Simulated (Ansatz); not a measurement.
`[GeH][Br]` + HCl → `[Cl][GeH]` + HBr at 500 K and 1 bar (ligand exchange at a Ge–Br bond).

Calculated with Ansatz (gas phase, PBE0-D4/def2-TZVP geometries, no zero-point term in ΔE). CBS: MP2 limit from def2 TZ/QZ plus the TZ coupled-cluster correction, frozen cores. This one scheme is used for every species. For Br, Ge outer-core shells are correlated without core-valence functions, which leaves a few kJ/mol of doubt a bond. Scalar relativity is left out up to krypton.

```tsv
species	CCSD(T)/CBS energy (Eh)	H − E (kJ/mol)	S (J/(mol·K))
`[GeH][Br]`	-4650.03665	38.0	299.7
HCl	-460.38127	32.5	201.9
`[Cl][GeH]`	-2536.49422	38.3	287.7
HBr	-2573.91920	30.5	213.7
```

H − E and S are ideal-gas, rigid-rotor, harmonic terms from PBE0-D4/def2-TZVP. 1 Eh = 2625.50 kJ/mol, R = 8.31446 J/(mol·K).

Question: By hand: ΔE, ΔH, ΔS and ΔG.

Answer: ΔE = (-2536.49422) + (-2573.91920) − (-4650.03665) − (-460.38127) = 0.00450 Eh = 11.8 kJ/mol. Δ(H − E) = 38.3 + 30.5 − 38.0 − 32.5 = -1.7, so ΔH = 10.1 kJ/mol. ΔS = 287.7 + 213.7 − 299.7 − 201.9 = -0.2 J/(mol·K). ΔG = 10.1 − 500 × (-0.2)/1000 = 10.2 kJ/mol.

Question: By hand: the equilibrium constant, and the temperature at which ΔG would vanish if ΔH and ΔS stayed fixed.

Answer: log₁₀ K = −ΔG/(RT ln 10) = -1.1. ΔH and −TΔS have one sign here, so there is no such temperature.

The number of gas molecules stays the same, so ΔS is small and ΔH decides. A doubt of 5 kJ/mol in ΔE shifts log₁₀ K by 0.5 here. These are equilibria of isolated gas molecules and say nothing of rates. Largest T1 diagnostic: 0.013 (customary marks: 0.02 for closed shells, 0.045 for open ones).

ΔS is within the doubt of such terms, so its sign, and with it that verdict, could turn.
